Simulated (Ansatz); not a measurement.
C2H7AlOSi (`[CH2]1OC[SiH2][AlH]1`), relaxed with RKS PBE0-D4/def2-TZVP in Ansatz from a PBE-D4/def2-SVP geometry. The force threshold is 0.005 eV/Å; the program also tests the step.

Total charge 0; spin multiplicity 1.

Start:

```xyz
12

C    -1.584   -0.030   -0.185
O    -0.812    1.075    0.329
C     0.480    1.185   -0.274
Si    1.566   -0.341    0.283
Al   -0.505   -1.612    0.428
H    -2.581    0.040    0.299
H    -1.754    0.077   -1.286
H     0.403    1.242   -1.388
H     0.908    2.145    0.080
H     2.595   -0.751   -0.745
H     2.297    0.024    1.551
H    -1.013   -3.054    0.908
```

| step | energy (eV) | largest force (eV/Å) | largest move (Å) |
| --- | --- | --- | --- |
| 1 | -18699.3629 | 0.543 | 0.000 |
| 2 | -18699.4020 | 0.149 | 0.034 |
| 3 | -18699.4063 | 0.049 | 0.020 |
| 4 | -18699.4068 | 0.038 | 0.014 |
| 5 | -18699.4075 | 0.025 | 0.040 |
| 6 | -18699.4079 | 0.026 | 0.047 |
| 7 | -18699.4081 | 0.030 | 0.019 |
| 8 | -18699.4083 | 0.011 | 0.011 |
| 9 | -18699.4083 | 0.005 | 0.003 |
| 10 (rejected) | -18699.4083 | 0.010 | 0.004 |
| 11 | -18699.4083 | 0.002 | 0.002 |

End:

```xyz
12

C    -1.573   -0.017   -0.129
O    -0.797    1.111    0.289
C     0.491    1.165   -0.306
Si    1.551   -0.322    0.312
Al   -0.501   -1.607    0.409
H    -2.533    0.070    0.389
H    -1.794    0.052   -1.207
H     0.413    1.161   -1.404
H     0.922    2.125   -0.013
H     2.599   -0.712   -0.675
H     2.231    0.046    1.586
H    -1.008   -3.072    0.750
```

Run time 46 s (4 threads of a server CPU on a shared host); peak host memory 0.59 GiB.
